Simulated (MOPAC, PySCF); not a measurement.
C3H12GeO3Si, SMILES `C[O][Ge]([SiH3])([O]C)[O]C`, neutral singlet in the gas phase. 

Z-matrix (Å, degrees):
```
Ge
O 1 1.7704
C 2 1.4191 1 118.93
H 3 1.1013 2 107.91 1 -177.98
H 3 1.1041 4 108.76 2 121.26
H 3 1.1059 4 108.43 5 117.38
O 1 1.7720 2 105.67 3 -49.74
C 7 1.4143 1 121.03 2 159.18
H 8 1.1016 7 107.94 1 -169.98
H 8 1.1041 9 108.60 7 -121.74
H 8 1.1077 9 107.71 10 -117.06
O 1 1.7869 2 109.76 3 60.18
C 12 1.4112 1 119.82 2 67.42
H 13 1.1018 12 108.31 1 -176.76
H 13 1.1068 14 108.02 12 -122.00
H 13 1.1087 14 107.53 15 -116.20
Si 1 2.3827 2 107.13 3 -174.71
H 17 1.4906 1 109.02 2 61.11
H 17 1.4921 18 110.06 1 120.50
H 17 1.4929 18 109.80 19 120.43
```
Charge 0, spin multiplicity 1.

All levels are single points at this geometry (r2SCAN-D4/def2-SVP); Pople sets use spherical d functions. Orbital energies aren't observables, and empty levels follow the basis.

```
level                                     HOMO (eV)  LUMO (eV)  gap (eV)  dipole (D)  vertical IE, Delta-SCF (eV)
----------------------------------------  ---------  ---------  --------  ----------  ---------------------------
PBE-D3(BJ)/def2-TZVP in PySCF                 -6.23      -0.89      5.33        1.26                            –
r2SCAN-D4/def2-TZVP in PySCF                  -6.54      -0.66      5.88        1.33                            –
B3LYP/3-21G in PySCF                          -6.94       0.36      7.30        1.59                            –
B3LYP/6-311+G** (LANL2DZ on Ge) in PySCF      -7.54      -0.44      7.10        1.73                            –
B3LYP/6-31G* in PySCF                         -7.22       0.17      7.39        1.47                         9.14
BP86/6-31G* in PySCF                          -6.09      -0.60      5.49        1.34                            –
M06-2X/6-31G* in PySCF                        -8.91       1.06      9.97        1.51                            –
HF/3-21G in PySCF                            -10.74       3.71     14.44        1.91                            –
HF/6-31G* in PySCF                           -10.92       3.56     14.48        1.70                         9.71
HF/STO-3G in PySCF                            -7.81       9.46     17.26        1.66                            –
AM1 in MOPAC                                 -10.41      -1.24      9.18        1.50                            –
PM3 in MOPAC                                  -9.32      -1.52      7.79        2.14                            –
PM6 in MOPAC                                  -9.25      -0.22      9.03        2.70                            –
```
